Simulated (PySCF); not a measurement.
## Ca¹⁸⁺ (calcium, charge +18): Hartree-Fock from Schrödinger to Dirac-Coulomb-Breit

Occupied: 1s1/2. Hartree-Fock calculated with PySCF 2.14 in an uncontracted even-tempered set (19 s from 1.3 bohr⁻², ratio 2.3; 13 p from 1.6 bohr⁻², ratio 2.3), Gaussian nucleus throughout. NR is non-relativistic, sf-X2C the spin-free one-electron X2C Hamiltonian, X2C adds the bare one-electron spin-orbit term, X2C-SNSO screens it by Boettger's factors, DC is four-component Dirac-Coulomb, and the Gaunt and Breit terms are added at first order (total energies over the DC spinors, levels after relaxing the spinors in that mean field). QED terms are absent. Levels marked empty are virtual spinors of this ion.

```json
{"Hamiltonian": "NR", "E (hartree)": "-387.6101", "E − E(DC) (hartree)": "2.0555", "CPU seconds": "0.41"}
{"Hamiltonian": "sf-X2C", "E (hartree)": "-389.6150", "E − E(DC) (hartree)": "0.0506", "CPU seconds": "0.25"}
{"Hamiltonian": "X2C", "E (hartree)": "-389.6150", "E − E(DC) (hartree)": "0.0506", "CPU seconds": "0.24"}
{"Hamiltonian": "X2C-SNSO", "E (hartree)": "-389.6150", "E − E(DC) (hartree)": "0.0506", "CPU seconds": "0.25"}
{"Hamiltonian": "DC", "E (hartree)": "-389.6655", "E − E(DC) (hartree)": "0.0000", "CPU seconds": "4.2"}
{"Hamiltonian": "DC+Gaunt", "E (hartree)": "-389.5634", "E − E(DC) (hartree)": "0.1022", "CPU seconds": "7.5"}
{"Hamiltonian": "DC+Breit", "E (hartree)": "-389.5634", "E − E(DC) (hartree)": "0.1022", "CPU seconds": "69"}
```

**Question.** Give the 2p spin-orbit interval with each Hamiltonian that has one.

**Answer.** X2C 5.770; X2C-SNSO 5.479; DC 5.293; DC+Gaunt 5.040; DC+Breit 5.040 (eV).

```csv
level (eV),NR,sf-X2C,X2C,X2C-SNSO,DC,DC+Gaunt,DC+Breit
1s1/2,-5106.7,-5132.0,-5132.0,-5132.0,-5133.3,-5130.6,-5130.6
2s1/2 (empty),-1150.7,-1157.9,-1157.9,-1157.9,-1158.0,-1157.7,-1157.7
2p1/2 (empty),-1115.5,-1118.3,-1122.2,-1122.0,-1121.9,-1121.3,-1121.4
2p3/2 (empty),-1115.5,-1118.3,-1116.4,-1116.5,-1116.6,-1116.3,-1116.4
3s1/2 (empty),-503.36,-505.82,-505.82,-505.82,-505.85,-505.77,-505.78
```

Weight of the small component: 1s1/2 0.00519, 2s1/2 0.00114, 2p1/2 0.00113, 2p3/2 0.00112, 3s1/2 0.000498.

Koopmans' value for the highest occupied level at DC+Breit: 5130.6 eV, against an ionisation energy of 5128.9 eV (theoretical estimate listed by NIST; NIST Atomic Spectra Database, ionization energies); the former lacks relaxation, correlation, QED and recoil.

The whole ladder took 83 s of wall time on 1 thread of Neoverse-N1 (shared host), launched as `OMP_NUM_THREADS=1 python relrun2.py TASK.json OUT` (a driver that calls PySCF for each Hamiltonian).
